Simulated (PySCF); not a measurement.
B(F)(OH)(SeH) (BFH₂OSe), SMILES OB(F)[SeH].

The structure is a stationary point at r2SCAN-D4/def2-SVP. Other conformers were not sampled.

The numbers are results of r2SCAN-D4/def2-SVP (PySCF), not measurements.

Frequencies are harmonic and unscaled.

Computed harmonic wavenumbers and intensities:
```json
[
 {"mode": "1", "ν (cm⁻¹)": "258", "IR (km/mol)": "0.2", "Raman (Å⁴/amu)": "0.1", "depolarisation": "0.70", "moving atoms (share of kinetic energy)": "F 45 %, O 26 %, B 13 %, Se 8 %"},
 {"mode": "2", "ν (cm⁻¹)": "314", "IR (km/mol)": "17.1", "Raman (Å⁴/amu)": "7.5", "depolarisation": "0.75", "moving atoms (share of kinetic energy)": "H 94 %"},
 {"mode": "3", "ν (cm⁻¹)": "333", "IR (km/mol)": "7.7", "Raman (Å⁴/amu)": "2.2", "depolarisation": "0.36", "moving atoms (share of kinetic energy)": "O 37 %, Se 29 %, F 27 %"},
 {"mode": "4", "ν (cm⁻¹)": "469", "IR (km/mol)": "51.1", "Raman (Å⁴/amu)": "0.2", "depolarisation": "0.75", "moving atoms (share of kinetic energy)": "H 69 %, B 29 %"},
 {"mode": "5", "ν (cm⁻¹)": "591", "IR (km/mol)": "96.1", "Raman (Å⁴/amu)": "5.5", "depolarisation": "0.75", "moving atoms (share of kinetic energy)": "B 56 %, H 25 %, O 13 %"},
 {"mode": "6", "ν (cm⁻¹)": "595", "IR (km/mol)": "62.9", "Raman (Å⁴/amu)": "8.1", "depolarisation": "0.10", "moving atoms (share of kinetic energy)": "F 28 %, B 24 %, O 23 %, H 19 %"},
 {"mode": "7", "ν (cm⁻¹)": "725", "IR (km/mol)": "11.7", "Raman (Å⁴/amu)": "10.8", "depolarisation": "0.75", "moving atoms (share of kinetic energy)": "H 91 %"},
 {"mode": "8", "ν (cm⁻¹)": "982", "IR (km/mol)": "140.1", "Raman (Å⁴/amu)": "2.7", "depolarisation": "0.49", "moving atoms (share of kinetic energy)": "H 57 %, O 24 %, F 15 %"},
 {"mode": "9", "ν (cm⁻¹)": "1253", "IR (km/mol)": "364.4", "Raman (Å⁴/amu)": "1.3", "depolarisation": "0.47", "moving atoms (share of kinetic energy)": "B 63 %, H 18 %, F 12 %"},
 {"mode": "10", "ν (cm⁻¹)": "1437", "IR (km/mol)": "291.7", "Raman (Å⁴/amu)": "0.4", "depolarisation": "0.27", "moving atoms (share of kinetic energy)": "B 72 %, O 20 %"},
 {"mode": "11", "ν (cm⁻¹)": "2455", "IR (km/mol)": "5.5", "Raman (Å⁴/amu)": "128.4", "depolarisation": "0.29", "moving atoms (share of kinetic energy)": "H 99 %"},
 {"mode": "12", "ν (cm⁻¹)": "3825", "IR (km/mol)": "100.9", "Raman (Å⁴/amu)": "172.2", "depolarisation": "0.30", "moving atoms (share of kinetic energy)": "H 94 %"}
]
```
